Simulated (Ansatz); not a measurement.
Job for Ansatz (a first-principles code): R-CCSD(T)/aug-cc-pV(D+d)Z on ClH3O (a complex), monomers drawn apart or pushed together. Files ending in .json are basis or fitting sets from the Basis Set Exchange.

Ansatz 0.2 input:
```yaml
crystal:
  periodic: [false, false, false]
  atoms:
    - {symbol: O, position_ang: [0.04092865, 0.33230201, 0.25285459]}
    - {symbol: H, position_ang: [0.79409459, 0.84827547, -0.05584907]}
    - {symbol: H, position_ang: [0.18620983, -0.56719311, -0.06111981]}
    - {symbol: Cl, position_ang: [-0.40667056, 0.51063181, 4.10666887]}
    - {symbol: H, position_ang: [-0.30553406, 0.47167764, 2.80691822]}
basis:
  gaussian:
    orbitals: aug-cc-pV_D+d_Z.json
magnetization: {spin_polarized: false}
correlation: {method: ccsd_t, electrons: outside_noble_gas}
scf: {lower_state_search: off}
```

It printed:

```
WARN ansatz: RAYON_NUM_THREADS=2 ignored (pool sized by the plan → 2); use --threads N
Functional definition: HF
these checks for a lower state are left out or cut short: stability, starts, cluster_reference, orbital_swaps, neighbouring_geometries, increment
integrals: 0.07 GiB planned
772 factors; integrals over basis functions are off by at most 7.4e-4 eV
mean field: 0.14 GiB planned
mean field evaluation 1: about -14586.9976 eV, gradient 3.3e1 eV
mean field evaluation 2: about -14586.9971 eV, gradient 3.3e1 eV
mean field evaluation 4: about -14589.0977 eV, gradient 2.1e0 eV
mean field evaluation 8: about -14589.1162 eV, gradient 1.7e-4 eV
mean field -14589.11619828 eV, -536.1401314285 hartree, gradient 2.4e-6 eV, S^2 0.000000; 0 other end points of the search recorded, 0 dependent functions left out
6 core orbitals not correlated
reference -14589.11619828 eV, -536.1401314285 hartree; 8, 8 occupied and 68, 68 virtual orbitals, 772 factors
second order -10.44295586 eV of doubles, -0.00000000 eV of singles
coupled cluster: 0.22 GiB planned
cycle   1  -10.87068567 eV  change   -4.3e-1 eV  update   6.4e-2
cycle   2  -11.08589618 eV  change   -2.2e-1 eV  update   1.8e-2
cycle   3  -11.13888171 eV  change   -5.3e-2 eV  update   8.6e-3
cycle   4  -11.13705156 eV  change    1.8e-3 eV  update   1.6e-3
cycle   5  -11.13669038 eV  change    3.6e-4 eV  update   5.4e-4
cycle   6  -11.13673329 eV  change   -4.3e-5 eV  update   1.6e-4
cycle   7  -11.13669613 eV  change    3.7e-5 eV  update   5.6e-5
cycle   8  -11.13669070 eV  change    5.4e-6 eV  update   1.8e-5
perturbative correction -0.26924310 eV, -0.0098945013 hartree
Total energy: -14600.52213207 eV, -536.5592917644 hartree
Checks for a lower state left out: stability, starts, cluster_reference, orbital_swaps, neighbouring_geometries, increment
```

The calculation finished and met its thresholds.

Cost: very roughly 2.7 core-seconds.
